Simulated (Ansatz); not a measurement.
Program: Ansatz. Geometries: PBE0-D4/def2-TZVP. ΔE: electronic, gas phase. CCSD(T)/CBS adds triple-zeta CCSD(T) − MP2 to the extrapolated MP2 energy (def2 sets, frozen cores). DFT in def2-TZVPP. For Ge outer-core shells are correlated without core-valence functions, which leaves a few kJ/mol of doubt a bond. Scalar relativity is left out up to krypton. Each species was taken in one conformer, which may not be the lowest.

Consider the substitution at a C–Si bond: `O[SiH2]C(O)O` + `[OH][GeH3]` → `OC(O)[O][GeH3]` + `O[SiH3]`.

CCSD(T)/CBS gives +0.3 kcal/mol.

Problem. Another level gave -0.4 kcal/mol. Which?
A. CCSD/def2-TZVPP
B. PBE/def2-TZVPP
C. HF/def2-TZVPP
D. MP2/def2-TZVPP

Solution. D. MP2/def2-TZVPP -0.4, HF/def2-TZVPP -5.0, CCSD/def2-TZVPP -1.4, PBE 1.1 kcal/mol.

Largest T1 diagnostic among the species: 0.012.

From PBE to PBE0 (25 % exact exchange), in def2-TZVPP and without D4, ΔE moves by −1.3 kcal/mol. In def2-TZVPP, CCSD(T) changes the Hartree–Fock value by +3.8 kcal/mol (the triples alone add +0.2 kcal/mol) and MP2 by +4.6 kcal/mol.
